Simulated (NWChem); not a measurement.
# SnH4Se; SMILES [SnH3][SeH]

Program: NWChem. Coordinates come from a PBE0/def2-SVP optimisation. def2 effective core potentials on Sn; no spin-orbit coupling. Level: PBE0/def2-SVPD; rows give the wavelength of the field.

```json
[
 {"field": "static", "isotropic polarisability (bohr³)": "…", "anisotropy (bohr³)": "…"},
 {"field": "1065 nm", "isotropic polarisability (bohr³)": "74.8", "anisotropy (bohr³)": "26.1"},
 {"field": "589 nm", "isotropic polarisability (bohr³)": "77.4", "anisotropy (bohr³)": "28.0"}
]
```

Some entries are withheld; supply them.


- static, isotropic polarisability (bohr³): 73.7
- static, anisotropy (bohr³): 25.3
